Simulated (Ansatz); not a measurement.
`[CH3][W]([NH2])(=[S])=[S]` + H₂O → `[CH3][W]([OH])(=[S])=[S]` + NH₃ at 400 K and 1 bar (formal hydrolysis of a W–N bond).

Computed with Ansatz on PBE0-D4/def2-TZVP structures; ΔE is electronic, products minus reactants. CCSD(T)/CBS adds triple-zeta CCSD(T) − MP2 to the extrapolated MP2 energy (def2 sets, frozen cores). This one scheme is used for every species. def2 core potentials past Kr. For W outer-core shells are correlated without core-valence functions, which leaves a few kJ/mol of doubt a bond. One conformer a species, not always the lowest.

```json
{"species": "`[CH3][W]([NH2])(=[S])=[S]`", "CCSD(T)/CBS energy (Eh)": "-958.40741", "H − E (kJ/mol)": "207.4", "S (J/(mol·K))": "414.0"}
{"species": "H₂O", "CCSD(T)/CBS energy (Eh)": "-76.37941", "H − E (kJ/mol)": "69.8", "S (J/(mol·K))": "198.6"}
{"species": "`[CH3][W]([OH])(=[S])=[S]`", "CCSD(T)/CBS energy (Eh)": "-978.28285", "H − E (kJ/mol)": "173.5", "S (J/(mol·K))": "410.5"}
{"species": "NH₃", "CCSD(T)/CBS energy (Eh)": "-56.50880", "H − E (kJ/mol)": "104.2", "S (J/(mol·K))": "203.1"}
```

H − E and S are ideal-gas, rigid-rotor, harmonic terms from PBE0-D4/def2-TZVP, for one conformer and one mirror image of each species. 1 Eh = 2625.50 kJ/mol, R = 8.31446 J/(mol·K).

Q: By hand: ΔE, ΔH, ΔS and ΔG.

A: ΔE = (-978.28285) + (-56.50880) − (-958.40741) − (-76.37941) = -0.00483 Eh = -12.7 kJ/mol. Δ(H − E) = 173.5 + 104.2 − 207.4 − 69.8 = 0.5, so ΔH = -12.2 kJ/mol. ΔS = 410.5 + 203.1 − 414.0 − 198.6 = 1.0 J/(mol·K). ΔG = -12.2 − 400 × (1.0)/1000 = -12.6 kJ/mol.

Q: By hand: the equilibrium constant, and the temperature at which ΔG would vanish if ΔH and ΔS stayed fixed.

A: log₁₀ K = −ΔG/(RT ln 10) = 1.6. ΔH and −TΔS have one sign here, so there is no such temperature.

The number of gas molecules stays the same, so ΔS is small and ΔH decides. A doubt of 5 kJ/mol in ΔE shifts log₁₀ K by 0.7 here. Other conformers and mirror images would add mixing entropy, several J/(mol·K) or more a flexible species. These are equilibria of isolated gas molecules and say nothing of rates. Largest T1 diagnostic: 0.022 (customary marks: 0.02 for closed shells, 0.045 for open ones).

ΔS is within the doubt of such terms, so its sign, and with it that verdict, could turn.
